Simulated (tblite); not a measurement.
Isomers of C5H3O2 (doublet state). All values are computed: GFN2-xTB (tblite) harmonic vibrations without scaling, gas phase. Errors from tens to a few hundred cm⁻¹ against measured bands are possible. One conformer each. Open shells enter through the occupations alone, without spin polarisation, and single modes of such species can be off by tens of per cent.

Electronic energies: GFN2-xTB at the same geometries; isomer energies are rough at this level and their order can be wrong.

| SMILES | electronic energy, lowest = 0 (kcal/mol) |
| --- | --- |
| O=Cc1c[c]co1 | 1.2 |
| O=Cc1cc[c]o1 | 0.0 |
| O=Cc1[c]cco1 | 3.2 |

Question: How do GFN2-xTB zero-point energies change the relative energies?

Answer: 
| SMILES | ZPE (kcal/mol) | of it from modes above 1550 cm⁻¹ | electronic (kcal/mol) | with ZPE, lowest = 0 (kcal/mol) | lowest mode (cm⁻¹) | rings |
| --- | --- | --- | --- | --- | --- | --- |
| O=Cc1cc[c]o1 | 40.3 | 15.6 | 0.0 | 0.0 | 153 | 1 |
| O=Cc1c[c]co1 | 40.3 | 15.6 | 1.2 | 1.3 | 149 | 1 |
| O=Cc1[c]cco1 | 40.4 | 15.6 | 3.2 | 3.3 | 146 | 1 |

The zero-point energies span 0.1 kcal/mol, from `O=Cc1cc[c]o1` to `O=Cc1[c]cco1`. The order is unchanged.

Question: What do entropy and thermal enthalpy add at 298.15 K and 1 bar (rigid rotor, harmonic oscillator, one conformer each)?

Answer: 
| SMILES | point group | symmetry number | S (cal/(mol K)) | H − H(0) (kcal/mol) | ZPE + H − H(0) − TS (kcal/mol) |
| --- | --- | --- | --- | --- | --- |
| O=Cc1cc[c]o1 | Cs | 1 | 77.8 | 4.20 | 21.3 |
| O=Cc1c[c]co1 | Cs | 1 | 77.5 | 4.17 | 21.4 |
| O=Cc1[c]cco1 | Cs | 1 | 77.7 | 4.18 | 21.4 |

S holds R ln(2S + 1) for the spin.
